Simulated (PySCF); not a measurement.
AgF, charge -1, doublet, at a GFN2-xTB geometry (such geometries of metal compounds can be far from the true shape) (the multiplicity is a formal guess) (core potentials on Ag), with bond 2-1 at 1.3 times its length; B3LYP/def2-SV(P) (PySCF).

PySCF was given this input:
```python
from pyscf import gto, scf, dft

mol = gto.M(
    atom='''
Ag   -0.000000   -0.000000   -0.381617
F     0.000000    0.000000    2.705242
''',
    basis='def2-sv(p)',
    ecp={'Ag': 'def2-sv(p)'},
    charge=-1,
    spin=1,
    verbose=4,
)

mf = dft.UKS(mol)
mf.xc = 'b3lyp'
mf.conv_tol = 1e-4
mf.kernel()
```

What the program printed (banner, timings and long lists left out):

```
PySCF version 2.14.0

[INPUT] verbose = 4
[INPUT] num. atoms = 2
[INPUT] num. electrons = 29
[INPUT] charge = -1
[INPUT] spin (= nelec alpha-beta = 2S) = 1
[INPUT] symmetry False subgroup None
[INPUT] Mole.unit = angstrom
[INPUT] Symbol           X                Y                Z      unit          X                Y                Z       unit  Magmom
[INPUT]  1 Ag     0.000000000000   0.000000000000  -0.381617000000 AA    0.000000000000   0.000000000000  -0.721151614478 Bohr   0.0
[INPUT]  2 F      0.000000000000   0.000000000000   2.705242000000 AA    0.000000000000   0.000000000000   5.112166480671 Bohr   0.0

nuclear repulsion = 29.3143622910279
number of shells = 16
number of NR pGTOs = 74
number of NR cGTOs = 38
basis = def2-sv(p)
ecp = {'Ag': 'def2-sv(p)'}

******** <class 'pyscf.dft.uks.UKS'> ********
method = UKS
initial guess = minao
damping factor = 0
level_shift factor = 0
DIIS = <class 'pyscf.scf.diis.CDIIS'>
diis_start_cycle = 1
diis_space = 8
diis_damp = 0
SCF conv_tol = 0.0001
SCF conv_tol_grad = None
SCF max_cycles = 50
direct_scf = True
direct_scf_tol = 1e-13
number electrons alpha = 15  beta = 14
XC library pyscf.dft.libxc version 7.1.2
    S. Lehtola, C. Steigemann, M. J. T. Oliveira, and M. A. L. Marques,  SoftwareX 7, 1–5 (2018)
XC functionals = b3lyp
    P. J. Stephens, F. J. Devlin, C. F. Chabalowski, and M. J. Frisch,  J. Phys. Chem. 98, 11623 (1994)
radial grids:
    Treutler-Ahlrichs [JCP 102, 346 (1995); DOI:10.1063/1.469408] (M4) radial grids

becke partition: Becke, JCP 88, 2547 (1988); DOI:10.1063/1.454033
pruning grids: <function nwchem_prune>
grids dens level: 3
symmetrized grids: False
atomic radii adjust function: <function treutler_atomic_radii_adjust>
small_rho_cutoff = 0
Set gradient conv threshold to 0.01
tot grids = 36704
init E= -234.122832743537

cycle= 1 E= -245.934883450626  delta_E= -11.8  |g|= 1.12  |ddm|= 3.12
cycle= 2 E= -228.884958488057  delta_E=   17  |g|= 3.55  |ddm|=   12
cycle= 3 E= -246.453355505859  delta_E= -17.6  |g|= 0.648  |ddm|= 12.1
cycle= 4 E= -246.531322592966  delta_E= -0.078  |g|= 0.746  |ddm|= 1.71
cycle= 5 E= -246.707483701208  delta_E= -0.176  |g|= 0.274  |ddm|= 0.779
cycle= 6 E= -246.752296503708  delta_E= -0.0448  |g|= 0.0136  |ddm|= 0.409
cycle= 7 E= -246.752499007619  delta_E= -0.000203  |g|= 0.00438  |ddm|= 0.031
cycle= 8 E= -246.752519728158  delta_E= -2.07e-05  |g|= 0.00516  |ddm|= 0.0168
Extra cycle  E= -246.752375477736  delta_E= 0.000144  |g|= 0.018  |ddm|= 0.0235
converged SCF energy = -246.752375477736  <S^2> = 0.76066922  2S+1 = 2.0106409
```
